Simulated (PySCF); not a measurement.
Relaxation of quartet Cr(OH)₃

Method: UB3LYP in PySCF with Cr def2-SVP, O def2-SVP, H def2-SVP; no relativity; density-fitted integrals. A (50,194) grid was used.

A hand-made trigonal pyramidal (heavy-atom frame) start, of C3 symmetry, held to at least that symmetry:

Coordinates in bohr (charge 0 multiplicity 4):
```
Cr    0.0000    0.0000   -0.8293
O     3.0868    0.0000    0.8120
O    -1.5434    2.6732    0.8120
O    -1.5434   -2.6732    0.8120
H     4.1164   -1.3897    1.3594
H    -0.8547    4.2598    1.3594
H    -3.2617   -2.8701    1.3594
```

Optimiser trace:
```tsv
step	E − E(last) (kJ/mol)	largest gradient (Eh/bohr)
0	127.29	0.08706
1	66.39	0.04111
2	41.03	0.01588
3	38.41	0.01312
4	33.39	0.01955
5	29.08	0.00610
6	24.98	0.00735
7	18.13	0.01120
8	13.54	0.01320
9	8.19	0.00822
10	4.93	0.00467
11	3.86	0.00822
12	2.82	0.00186
13	2.46	0.00473
14	2.15	0.00412
15	1.40	0.00274
16	0.48	0.00244
17	0.06	0.00113
18	0.06	0.00225
19	0.01	0.00070
20	0.00	0.00009
```

It ends at C3v with Cr–O 1.767 Å (×3), O–H 0.968 Å (×3); Cr–O–H 122.9° (×3), O–Cr–O 119.8° (×3) (after a last refinement on a finer grid). A frequency run shows a minimum. Other isomers or separated fragments may lie lower.

Final geometry:
```xyz
7
charge 0 multiplicity 4, angstrom
Cr    0.0000    0.0000   -0.0647
O     1.7301   -0.3510    0.0213
O    -0.5610    1.6738    0.0213
O    -1.1690   -1.3227    0.0213
H     2.2062   -0.4477    0.8581
H    -0.7154    2.1345    0.8581
H    -1.4908   -1.6868    0.8581
```

Open d and f shells are described by one determinant, and the ground state may have another occupation or spin.

The relaxation took of the order of 8 core-minutes on a shared host.
